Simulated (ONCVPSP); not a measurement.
## Scattering properties, ONCV potential for Si

- Element: Si (Z = 14)
- Generator: ONCVPSP 4.0.1
- Type: optimised norm-conserving Vanderbilt (ONCV)
- Functional: LDA (Perdew-Wang 92)
- Relativity: scalar-relativistic
- Frozen core: [Ne]
- Valence charge: 4
- Reference configuration: 3s2 3p1.75 (charge +0.25)
- Partial waves: 3s: rc 1.70 bohr, ncon 3, nbas 7, qcut 3.2 1/bohr, 2 projectors, debl 1.6 Ha; 3p: rc 2.10 bohr, ncon 4, nbas 9, qcut 3.9 1/bohr, 2 projectors, debl 3.5 Ha; d scattering state at 0.1 Ha: rc 2.05 bohr, ncon 3, nbas 7, qcut 4.4 1/bohr, 2 projectors, debl 0.4 Ha
- Local potential: polynomial inside 1.10 bohr (lpopt 1, dvloc0 0 Ha)
- Core correction: none

The phase is arctan(r·R′/R) of the radial function R(r), unwrapped; energies in Ha, scanned from -2 to 5 Ha. A pole is an energy at which the radial function vanishes at the test radius. The pseudo phase is shifted by a multiple of π to meet the all-electron one at the reference energy, and phase errors are pseudo minus all-electron; the curves can meet again beyond the range given. Levels narrower than the energy grid can be missing from the lists of poles.

```json
{"channel": "s", "radius (bohr)": "1.73", "reference energy (Ha)": "-0.47", "poles, all-electron": "1.97", "poles, pseudo": "1.96, 4.31", "unbroken range about the reference energy with phases within 0.05 rad": "below 3.3", "phase error 1 Ha above the reference energy (rad)": "-0.000"}
{"channel": "p", "radius (bohr)": "2.13", "reference energy (Ha)": "-0.22", "poles, all-electron": "1.07", "poles, pseudo": "1.06", "unbroken range about the reference energy with phases within 0.05 rad": "the whole range", "phase error 1 Ha above the reference energy (rad)": "-0.002"}
{"channel": "d", "radius (bohr)": "2.08", "reference energy (Ha)": "0.10", "poles, all-electron": "1.55", "poles, pseudo": "1.55", "unbroken range about the reference energy with phases within 0.05 rad": "below 2.5", "phase error 1 Ha above the reference energy (rad)": "-0.000"}
```

Note: no bound ghost flagged; GHOST(+) flagged for s at 112.2 eV.

Phases in the d channel:

| E (Ha) | all-electron | pseudo |
| --- | --- | --- |
| -1.98 | 1.256 | 1.256 |
| -1.62 | 1.214 | 1.213 |
| -1.26 | 1.151 | 1.151 |
| -0.90 | 1.051 | 1.051 |
| -0.54 | 0.865 | 0.865 |
| -0.18 | 0.442 | 0.442 |
| 0.18 | -0.415 | -0.415 |
| 0.54 | -1.058 | -1.058 |
| 0.90 | -1.337 | -1.337 |
| 1.26 | -1.485 | -1.486 |
| 1.62 | -1.589 | -1.591 |
| 1.98 | -1.686 | -1.692 |
| 2.34 | -1.809 | -1.832 |
| 2.70 | -2.039 | -2.147 |
| 3.06 | -2.737 | -3.306 |
| 3.42 | -3.916 | -4.220 |
| 3.78 | -4.326 | -4.460 |
| 4.14 | -4.479 | -4.565 |
| 4.50 | -4.560 | -4.628 |
| 4.86 | -4.613 | -4.672 |
